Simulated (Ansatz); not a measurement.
Mulliken charges of `[CH]=CI` radical from ωB97M-V/def2-TZVPP in Ansatz (PBE0-D4/def2-TZVP geometry).

```csv
atom,x (Å),y (Å),z (Å),charge (e)
C1,-0.742,-0.615,-0.282,-0.135
C2,-0.014,0.430,-0.137,-0.175
I3,1.837,0.346,0.944,-0.004
H4,-0.828,-1.664,-0.059,0.167
H5,-0.204,1.429,-0.506,0.148
```

Q: By hand: the dipole of these point charges (1 e Å = 4.8032 D).

A: Σ q r = (-0.073, -0.060, -0.026) e Å, of length 0.098 e Å = 0.47 D.

Q: How does the dipole of the full density compare? (An estimate is asked.)

A: Ansatz gave: (-0.163, -0.066, -0.076) e Å, 0.92 D; the point charges give 0.51 times that, at 18° from its direction.

Point charges leave out the atoms' own dipoles, such as those of lone pairs, and Mulliken's split depends on the basis, so the two needn't agree.
